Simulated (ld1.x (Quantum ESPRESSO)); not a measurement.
Te: one change to a TM potential, before and after

- Element: tellurium
- Generator: ld1.x (Quantum ESPRESSO) 7.5
- Type: norm-conserving Troullier–Martins (Kleinman–Bylander form)
- Functional: PBE
- Relativity: scalar-relativistic
- Frozen core: [Kr]
- Valence charge: 16
- Reference configuration: 4d10 5s2 5p4
- Partial waves: 5p (bound): rc 2.00 bohr; 4d (bound): rc 1.10 bohr; 4f channel at -0.1 Ry: rc 2.10 bohr; 5s (bound): rc 1.80 bohr
- Local potential: the s channel
- Core correction: none

Change: all radii scaled by about 1.25 (s 2.24, p 2.50, d 1.36, f 2.62 bohr).

Cutoffs: the cutoffs (Ry, on a coarse ladder) from which the occupation-weighted sum of valence levels, in a spherical-Bessel basis at the reference potential, stays within 10 and 1 mRy of its value at 400 Ry; they do not see the model core or the augmentation charge, which bear on the density cutoff. Errors are all-electron minus pseudo energies relative to the spin-unpolarised reference configuration.

Predict the effect on cutoff, ghosts and configuration errors.

The potential gets softer (120 Ry and 200 Ry → 100 Ry and 180 Ry); of the 7 tests that both files solve, the error grows in 3 and shrinks in 2 by more than 15 % and 0.3 meV (median size 4.6 → 11.6 meV); neither file shows a bound ghost. A larger radius leaves more room for a smooth pseudo-wave, so fewer plane waves are needed.

```csv
quantity,base,changed
"cutoff, loose",120 Ry,100 Ry
"cutoff, tight",200 Ry,180 Ry
loose cutoff by channel (10 mRy a level),"p 12 Ry, d 100 Ry, s 21 Ry","p 10 Ry, d 90 Ry, s 12 Ry"
bound ghosts,none,none
"error for 4d10 5s2 5p3, meV [ΔE 9.73 eV]",-0.9,-0.4
"error for 4d10 5s2 5p2, meV [ΔE 27.65 eV]",+1.0,+2.7
"error for 4d10 5s2 5p1, meV [ΔE 54.55 eV]",+9.9,+12
"error for 4d10 5s2 5p0, meV [ΔE 91.03 eV]",+35,+30
"error for 4d10 5s2 5p4.3, meV [ΔE -1.47 eV]",+0.5,+0.6
"error for 4d10 5s0 5p6, meV [ΔE 18.70 eV]",-4.6,-12
"error for 4d9 5s2 5p4, meV [ΔE 49.25 eV]",-396,-304
```
